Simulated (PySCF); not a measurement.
Can point charges reproduce the dipole moment of `C#CC1=NSN=C1`?

Coordinates (GFN2-xTB, Å) and charges (e) from the PBE0/pcSseg-1 density (PySCF):

```json
{"atom": "C1", "x": "2.374", "y": "-0.648", "z": "-0.313", "Mulliken": "-0.3116", "IAO": "-0.1937", "Hirshfeld": "-0.0782", "ESP-fitted": "-0.1196"}
{"atom": "C2", "x": "1.209", "y": "-0.457", "z": "-0.096", "Mulliken": "+0.4893", "IAO": "-0.0287", "Hirshfeld": "-0.0455", "ESP-fitted": "-0.4778"}
{"atom": "C3", "x": "-0.154", "y": "-0.210", "z": "0.148", "Mulliken": "-0.1557", "IAO": "+0.0583", "Hirshfeld": "+0.0432", "ESP-fitted": "+0.7648"}
{"atom": "C4", "x": "-0.866", "y": "0.954", "z": "-0.253", "Mulliken": "+0.1513", "IAO": "-0.0563", "Hirshfeld": "+0.0064", "ESP-fitted": "-0.1066"}
{"atom": "N5", "x": "-2.125", "y": "0.927", "z": "0.101", "Mulliken": "-0.4526", "IAO": "-0.4394", "Hirshfeld": "-0.1867", "ESP-fitted": "-0.3778"}
{"atom": "S6", "x": "-2.424", "y": "-0.465", "z": "0.888", "Mulliken": "+0.5559", "IAO": "+0.7058", "Hirshfeld": "+0.2673", "ESP-fitted": "+0.3656"}
{"atom": "N7", "x": "-0.930", "y": "-1.068", "z": "0.792", "Mulliken": "-0.4501", "IAO": "-0.4419", "Hirshfeld": "-0.1813", "ESP-fitted": "-0.4711"}
{"atom": "H8", "x": "3.391", "y": "-0.820", "z": "-0.504", "Mulliken": "+0.0571", "IAO": "+0.2111", "Hirshfeld": "+0.1021", "ESP-fitted": "+0.2495"}
{"atom": "H9", "x": "-0.463", "y": "1.793", "z": "-0.789", "Mulliken": "+0.1165", "IAO": "+0.1848", "Hirshfeld": "+0.0728", "ESP-fitted": "+0.1730"}
```

Task: Form Σ q r in debye for every column and set it beside the full dipole.

Result: The full density gives (1.16, 0.56, -0.61) D, 1.43 D in size; dipole vectors point from the negative to the positive end.

| scheme | μx | μy | μz | size (D) | share of the full size (%) | angle to the full dipole (°) |
| --- | --- | --- | --- | --- | --- | --- |
| Mulliken | -0.40 | 0.58 | -0.19 | 0.73 | 51 | 91 |
| IAO | -0.92 | -0.16 | 0.32 | 0.98 | 69 | 164 |
| Hirshfeld | -0.11 | 0.06 | 0.00 | 0.12 | 9 | 123 |
| ESP-fitted | 1.12 | 0.58 | -0.60 | 1.40 | 98 | 2 |

Task: Which set comes closest?

Result: Length of the difference vector: ESP-fitted 0.05 D, Hirshfeld 1.50 D, Mulliken 1.62 D, IAO 2.39 D. Closest: ESP-fitted. The schemes that divide the density aren't constrained to reproduce the dipole.

Task: What is left for the Hirshfeld atoms' own dipoles?

Result: The shares of the density sum to the whole, so what Σ q r misses lies in dipoles about the nuclei. The atomic dipoles sum to (1.16, 0.56, -0.61) − (-0.11, 0.06, 0.00) = (1.27, 0.50, -0.61) D, 1.50 D in size.

Task: With the origin at the mean of the coordinates, (0.002, 0.001, -0.003) Å, which are the largest single terms, by size, of the Hirshfeld dipole along the direction of the full one?

Result: S6 -3.26, N7 +1.32, H8 +1.30, N5 +1.27, C1 -0.68 D; all 9 atoms together -0.07 D. The single terms depend on the origin, their sum doesn't.

Task: Give the size of the full dipole in other units.

Result: 1.43 D = 0.562 au = 0.297 e·Å = 4.76 × 10⁻³⁰ C·m.

Geometry: GFN2-xTB; no solvent, vibrations or thermal averaging.
